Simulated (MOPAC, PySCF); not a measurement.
[Hf(Cl)4], neutral singlet in the gas phase. 

Z-matrix (Å, degrees):
```
Hf
Cl 1 2.3377
Cl 1 2.3379 2 109.48
Cl 1 2.3380 2 109.42 3 119.93
Cl 1 2.3380 2 109.43 4 120.10
```
Charge 0, multiplicity 1.

All levels are single points at this geometry (BP86-D3(BJ)/def2-SVP); Pople sets use spherical d functions. Orbital energies aren't observables, and empty levels follow the basis.

```csv
level,HOMO (eV),LUMO (eV),gap (eV),dipole (D),"vertical IE, Delta-SCF (eV)"
B3LYP-D3(BJ)/def2-TZVP in PySCF,-9.42,-2.45,6.96,0.00,–
PBE-D3(BJ)/def2-TZVP in PySCF,-8.32,-3.06,5.26,0.00,–
TPSSh-D3(BJ)/def2-TZVP in PySCF,-8.99,-2.68,6.31,0.00,–
B3LYP/6-31G* (LANL2DZ on Hf) in PySCF,-9.55,-2.97,6.59,0.00,11.55
SVWN5/6-31G* (LANL2DZ on Hf) in PySCF,-8.60,-3.64,4.96,0.00,–
PM6 in MOPAC,-10.91,-2.70,8.21,0.00,–
```
